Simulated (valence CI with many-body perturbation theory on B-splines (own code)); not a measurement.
**I⁴⁺: calculated level list**

Level of theory: valence CI with perturbative core correlation (CI+MBPT): three valence electrons over a frozen Dirac-Fock core [Kr] 4d10, a basis of 9 s, 9 p, 8 d, 6 f, 3 g, 1 h functions for each j, with the one-electron correlation potential Σ1 (screened to all orders), the two-electron term Σ2, the three-electron term Σ3, Breit, model QED; selected single and double excitations, second order for the rest, scaled by the run's own slope (own B-spline code, finite nucleus).

No measured levels were compared; by estimate levels hold to about 250 cm⁻¹ or 0.2 % of their energy and the worst to 1 %, as in measured heavy ions of charge 2 to 7; those with d or f electrons hold less well.

Levels 1 to 36 of 36, with energies above the lowest level, 5s²5p ²P°_1/2. "Leading %" is the weight of the configuration and term that name the level; weights of strongly mixed levels are sums over their largest components and can fall short, so below about 35 % the name and the second component can differ from the true leading terms, or belong to a minority configuration. In the jj column 3d3/2^4 stands for four electrons in 3d with j = 3/2.

| No. | Configuration | Term | J | E (cm⁻¹) | Leading % | Second component | g | Leading jj |
| --- | --- | --- | --- | --- | --- | --- | --- | --- |
| 1 | 5s²5p | ²P° | 1/2 | 0.0 | 98 |  | 0.666 | 5s^2 5p1/2 (98 %) |
| 2 | 5s²5p | ²P° | 3/2 | 12227 | 97 |  | 1.334 | 5s^2 5p3/2 (97 %) |
| 3 | 5s5p² | ⁴P | 1/2 | 80707 | 95 |  | 2.637 | 5s 5p1/2^2 (62 %) |
| 4 | 5s5p² | ⁴P | 3/2 | 86596 | 98 |  | 1.726 | 5s 5p1/2 5p3/2 (93 %) |
| 5 | 5s5p² | ⁴P | 5/2 | 92274 | 90 | 9 % 5s5p² ²D | 1.564 | 5s 5p1/2 5p3/2 (62 %) |
| 6 | 5s5p² | ²D | 3/2 | 108670 | 85 | 9 % 5s²5d ²D | 0.821 | 5s 5p1/2 5p3/2 (70 %) |
| 7 | 5s5p² | ²D | 5/2 | 111710 | 79 | 9 % 5s²5d ²D | 1.237 | 5s 5p3/2^2 (58 %) |
| 8 | 5s5p² | ²P | 1/2 | 125990 | 58 | 37 % 5s5p² ²S | 1.223 | 5s 5p1/2 5p3/2 (52 %) |
| 9 | 5s5p² | ²S | 1/2 | 138520 | 58 | 38 % 5s5p² ²P | 1.478 | 5s 5p3/2^2 (77 %) |
| 10 | 5s5p² | ²P | 3/2 | 139860 | 92 |  | 1.312 | 5s 5p3/2^2 (65 %) |
| 11 | 5s²5d | ²D | 3/2 | 154540 | 84 | 10 % 5s5p² ²D | 0.808 | 5s^2 5d3/2 (84 %) |
| 12 | 5s²5d | ²D | 5/2 | 155980 | 86 | 9 % 5s5p² ²D | 1.201 | 5s^2 5d5/2 (86 %) |
| 13 | 5s²6s | ²S | 1/2 | 177410 | 96 |  | 2.002 | 5s^2 6s (96 %) |
| 14 | 4f5s² | ²F° | 7/2 | 189440 | 94 |  | 1.143 | 4f7/2 5s^2 (94 %) |
| 15 | 4f5s² | ²F° | 5/2 | 189450 | 94 |  | 0.857 | 4f5/2 5s^2 (94 %) |
| 16 | 5p³ | ²D° | 3/2 | 204440 | 40 | 25 % 5p³ ⁴S° | 1.206 | 5p1/2^2 5p3/2 (71 %) |
| 17 | 5p³ | ²D° | 5/2 | 209880 | 69 | 28 % 5s5p5d ²D° | 1.199 | 5p1/2 5p3/2^2 (69 %) |
| 18 | 5p³ | ⁴S° | 3/2 | 210040 | 65 | 22 % 5p³ ²D° | 1.591 | 5p1/2 5p3/2^2 (84 %) |
| 19 | 5s²6p | ²P° | 1/2 | 211570 | 95 |  | 0.666 | 5s^2 6p1/2 (95 %) |
| 20 | 5s²6p | ²P° | 3/2 | 215370 | 94 |  | 1.331 | 5s^2 6p3/2 (94 %) |
| 21 | 5s5p5d | ⁴F° | 3/2 | 223950 | 93 |  | 0.431 | 5s 5p1/2 5d3/2 (84 %) |
| 22 | 5s5p5d | ⁴F° | 5/2 | 226410 | 92 | 4 % 5s5p5d ⁴D° | 1.045 | 5s 5p1/2 5d3/2 (42 %) |
| 23 | 5p³ | ²P° | 1/2 | 228920 | 79 | 17 % 5s5p5d ²P° | 0.666 | 5p1/2 5p3/2^2 (79 %) |
| 24 | 5s5p5d | ⁴F° | 7/2 | 230210 | 90 | 6 % 5s5p5d ⁴D° | 1.249 | 5s 5p1/2 5d5/2 (55 %) |
| 25 | 5p³ | ²P° | 3/2 | 233000 | 55 | 17 % 5s5p5d ²P° | 1.326 | 5p3/2^3 (58 %) |
| 26 | 5s5p5d | ⁴P° | 5/2 | 236500 | 55 | 31 % 5s5p5d ⁴D° | 1.475 | 5s 5p1/2 5d5/2 (84 %) |
| 27 | 5s5p5d | ⁴F° | 9/2 | 236590 | 98 |  | 1.334 | 5s 5p3/2 5d5/2 (98 %) |
| 28 | 5s5p5d | ⁴D° | 3/2 | 237440 | 63 | 26 % 5s5p5d ⁴P° | 1.336 | 5s 5p1/2 5d3/2 (43 %) |
| 29 | 5s5p5d | ⁴D° | 1/2 | 237630 | 87 | 8 % 5s5p5d ⁴P° | 0.226 | 5s 5p1/2 5d3/2 (70 %) |
| 30 | 5s5p5d | ⁴D° | 7/2 | 244910 | 90 | 7 % 5s5p5d ⁴F° | 1.413 | 5s 5p3/2 5d5/2 (63 %) |
| 31 | 5s5p5d | ⁴D° | 5/2 | 245490 | 54 | 14 % 5s5p5d ⁴P° | 1.322 | 5s 5p3/2 5d3/2 (60 %) |
| 32 | 5s5p5d | ⁴P° | 3/2 | 246280 | 56 | 29 % 5s5p5d ⁴D° | 1.454 | 5s 5p3/2 5d3/2 (82 %) |
| 33 | 5s5p5d | ⁴P° | 1/2 | 246510 | 90 | 8 % 5s5p5d ⁴D° | 2.453 | 5s 5p3/2 5d3/2 (94 %) |
| 34 | 5s5p5d | ²F° | 5/2 | 247120 | 55 | 18 % 5s5p5d ⁴P° | 1.092 | 5s 5p1/2 5d5/2 (38 %) |
| 35 | 5s5p5d | ²D° | 3/2 | 248300 | 59 | 17 % 5p³ ²D° | 0.947 | 5s 5p3/2 5d5/2 (33 %) |
| 36 | 5s5p5d | ²D° | 5/2 | 251960 | 49 | 26 % 5s5p5d ²F° | 1.126 | 5s 5p3/2 5d5/2 (63 %) |

Names give the largest LS component (configuration and term), which can be under half, so a name can repeat, a term be missing and a line seem to break the LS rules; names also repeat where a configuration has a term twice.

The ionisation energy to 5s² ¹S0 of the next ion comes out as 51.457 eV (NIST: 51.52 ± 0.04 eV (measured)). All 36 levels together are meant to be complete up to 255310 cm⁻¹.
